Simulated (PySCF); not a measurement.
## Nuclear quadrupole coupling in `C=C([O-])C(C)(C)CS`

Compound: C₆H₁₁OS (charge -1).
Z-matrix (Å and degrees, GFN2-xTB geometry), rows numbered from 1:
```
C 
C   1  1.3462
O   2  1.2832  1  125.21
C   2  1.5512  1  119.85  3  -178.64
C   4  1.5305  2  108.71  1    78.90
C   4  1.5300  2  112.94  1   -43.70
C   4  1.5230  2  106.43  1  -163.30
S   7  1.8244  4  109.94  2   -43.67
H   1  1.0778  2  120.62  3     0.15
H   1  1.0774  2  122.74  3  -179.68
H   5  1.0884  4  109.17  2    61.39
H   5  1.0931  4  111.09  2  -178.67
H   5  1.0886  4  110.26  2   -57.79
H   6  1.0875  4  110.77  2    69.07
H   6  1.0889  4  110.42  2   -50.97
H   6  1.0931  4  110.39  2  -171.09
H   7  1.0897  4  111.62  2  -163.67
H   7  1.0937  4  110.20  2    74.27
H   8  1.4213  7   91.60  4  -140.98
```

Field gradients from the PBE0/pcSseg-1 density (PySCF, non-relativistic), principal values in atomic units, ordered |Vxx| ≤ |Vyy| ≤ |Vzz|:

```json
{"atom": "O3", "Vxx": "-0.2271", "Vyy": "-0.9577", "Vzz": "1.1848"}
{"atom": "S8", "Vxx": "0.6925", "Vyy": "2.4992", "Vzz": "-3.1917"}
```

**Question.** Find the asymmetry η = (Vxx − Vyy)/Vzz and the couplings χ = eQV/h (234.96 MHz × Q in barn × V in au), with Q(17O) = −0.0256 b, Q(33S) = −0.0678 b.

**Answer.** 
```
atom     environment  nucleus     η  χzz (MHz)  χxx (MHz)  χyy (MHz)
  O3  enolate oxygen      17O  0.62      -7.13       1.37       5.76
  S8    thiol sulfur      33S  0.57      50.85     -11.03     -39.81
```

The tensor is traceless: Vxx + Vyy + Vzz = 0.

**Question.** What is Vzz at S8 in SI units (1 au = 9.71736 × 10²¹ V/m²)?

**Answer.** -3.1917 au = -31.015 × 10²¹ V/m².

**Question.** What couplings would deuterons (Q(2H) = 0.00286 b) have in place of the hydrogens, at this geometry?

**Answer.** 
```tsv
atom	bonded to	bond length (Å)	Vzz (au)	η	χzz (kHz)
H9	C1	1.078	0.3550	0.11	239
H10	C1	1.077	0.3566	0.14	240
H11	C5	1.088	0.3089	0.01	208
H12	C5	1.093	0.3127	0.02	210
H13	C5	1.089	0.3164	0.01	213
H14	C6	1.088	0.3197	0.01	215
H15	C6	1.089	0.3160	0.02	212
H16	C6	1.093	0.3113	0.01	209
H17	C7	1.090	0.3133	0.02	211
H18	C7	1.094	0.3056	0.02	205
H19	S8	1.421	0.1610	0.23	108
```

The structure is a single GFN2-xTB conformer in the gas phase; no vibrational or solvent corrections. The pcSseg-1 basis has no diffuse functions, a weakness for an anion. GFN2-xTB bond lengths can be off by several hundredths of an ångström, more for odd bonds, and the gradients follow them. With a basis this small, the couplings can be 20 % off.

The run behind these numbers computed NMR shieldings as well. Time: 33 s wall; peak memory 0.96 GiB. Hardware: an Intel Xeon Platinum 8488C with one thread, no GPU, on a shared host.
